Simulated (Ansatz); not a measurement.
Calculation: frozen-core CCSD(T)/def2-TZVPP // r2SCAN-D4/def2-TZVP (Ansatz, an electronic-structure program).

Ansatz 0.2 input:
```yaml
crystal:
  periodic: [false, false, false]
  atoms:
    - { symbol: O, position_ang: [1.191553, -0.771196, -0.231125] }
    - { symbol: Sn, position_ang: [0.014405, 0.629542, 0.544039] }
    - { symbol: O, position_ang: [-1.730811, -0.149486, 0.060789] }
    - { symbol: H, position_ang: [2.122146, -0.686049, 0.004769] }
    - { symbol: H, position_ang: [0.088905, 2.091016, -0.423194] }
    - { symbol: H, position_ang: [-1.686197, -1.113826, 0.044721] }
basis:
  gaussian: { orbitals: def2-TZVPP }
correlation:
  method: ccsd_t
magnetization:
  spin_polarized: true
  initial_magnetization: 1
```

Output:

```
Functional definition: HF
1113 factors; integrals over basis functions are off by at most 6.2e-4 eV
mean field evaluation 1: about -9923.5426 eV, gradient 3.9e1 eV
mean field evaluation 2: about -9923.5472 eV, gradient 3.9e1 eV
mean field evaluation 4: about -9929.2503 eV, gradient 2.5e0 eV
mean field evaluation 8: about -9929.3598 eV, gradient 2.1e-1 eV
mean field evaluation 16: about -9926.0024 eV, gradient 3.2e1 eV
mean field evaluation 32: about -9924.6984 eV, gradient 9.1e0 eV
mean field evaluation 64: about -9924.5017 eV, gradient 8.7e-3 eV
mean field -9929.36103026 eV, -364.8972874996 hartree, gradient 2.9e-6 eV, S^2 0.765021; 0 other end points of the search recorded, 0 dependent functions left out
6 core orbitals not correlated
reference -9929.36103026 eV, -364.8972874996 hartree; 15, 14 occupied and 133, 134 virtual orbitals, 1113 factors
second order -21.74280008 eV of doubles, -0.00000000 eV of singles
cycle   1  -21.10649401 eV  change    6.4e-1 eV  update   1.2e-1
cycle   2  -21.64117401 eV  change   -5.3e-1 eV  update   4.0e-2
cycle   3  -21.78839181 eV  change   -1.5e-1 eV  update   2.5e-2
cycle   4  -21.78296902 eV  change    5.4e-3 eV  update   8.9e-3
cycle   5  -21.77757023 eV  change    5.4e-3 eV  update   5.0e-3
cycle   6  -21.78006385 eV  change   -2.5e-3 eV  update   2.1e-3
cycle   7  -21.78054316 eV  change   -4.8e-4 eV  update   1.1e-3
cycle   8  -21.78039135 eV  change    1.5e-4 eV  update   4.2e-4
cycle   9  -21.78050313 eV  change   -1.1e-4 eV  update   2.4e-4
cycle  10  -21.78044615 eV  change    5.7e-5 eV  update   8.6e-5
cycle  11  -21.78043128 eV  change    1.5e-5 eV  update   4.5e-5
cycle  12  -21.78047503 eV  change   -4.4e-5 eV  update   1.9e-5
cycle  13  -21.78046672 eV  change    8.3e-6 eV  update   9.5e-6
perturbative correction -0.74257802 eV, -0.0272892387 hartree
Total energy: -9951.88407500 eV, -365.7249941269 hartree
```

Cost: about 6 core-minutes (a rough figure).
